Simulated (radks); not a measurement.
The oxygen anion O2-, [Ne], held by a Watson sphere: a shell of charge +2.42 at radius R that stands for the Madelung well of a crystal (potential energy -2.42/R inside, -2.42/r outside, in hartree with lengths in bohr). Calculated with a radial shooting solver on a logarithmic mesh with Libxc functionals: scalar-relativistic Kohn-Sham, PBE, spin-polarised, spherical densities, finite nucleus; Fermi nuclear charge, rms radius of each element as measured or else 0.836 A^(1/3) + 0.57 fm. Response by self-consistent Sternheimer equations with the Hartree and adiabatic LDA kernel, the relativistic mass of each level held fixed and spin-orbit coupling left out. The sphere does not respond.

R (bohr)  e(1s) (eV)  e(2s) (eV)  e(2p) (eV)  <r> 2p (bohr)  sum of <r^2> (bohr^2)  X-ray form factor at sin(theta)/lambda = 0.1 1/angstrom  alpha (bohr^3)
1.87         -512.77     -27.480     -12.895          1.419                  19.52                                                    8.727           10.03
2.15         -512.38     -25.720     -11.421          1.488                  21.46                                                    8.625           13.38
2.19         -512.31     -25.494     -11.227          1.497                  21.73                                                    8.611           13.93
2.24         -512.22     -25.219     -10.988          1.509                  22.07                                                    8.594           14.65
2.52         -511.69     -23.841      -9.762          1.570                  23.98                                                    8.503           19.31
3.17         -510.43     -21.480      -7.533          1.699                  28.45                                                    8.317           35.44
3.32         -510.17     -21.062      -7.120          1.726                  29.52                                                    8.279           40.53
